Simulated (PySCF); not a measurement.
# Ionisation energy of Tl²⁺ by level of theory

Tl²⁺ [Xe] 4f14 5d10 6s1 (2S) → Tl³⁺ [Xe] 4f14 5d10 (1S), as a difference of total energies. Computed with PySCF 2.14 in def2-TZVPPD with the def2 core potential (60 electrons), with scalar relativity through the core potential. Correlated levels: valence and next inner shell: nothing frozen outside the core potential. The calculations carry no spin-orbit coupling.

| method | ionisation energy (eV) | error (eV) |
| --- | --- | --- |
| UHF | 28.154 | -1.698 |
| LDA | 30.764 | +0.912 |
| PBE | 30.299 | +0.447 |
| PBE0 | 29.951 | +0.099 |
| r2SCAN | 30.118 | +0.266 |
| BLYP | 30.339 | +0.487 |
| revPBE | 30.152 | +0.300 |
| TPSSh | 29.890 | +0.038 |
| HSE06 | 29.974 | +0.122 |
| MP2 (valence and next inner shell) | 29.744 | -0.108 |
| SCS-MP2 (valence and next inner shell) | 29.514 | -0.338 |

Reference: 29.852 eV (measured; NIST Atomic Spectra Database, ionization energies).

Errors of the correlated levels include the incompleteness of this basis.
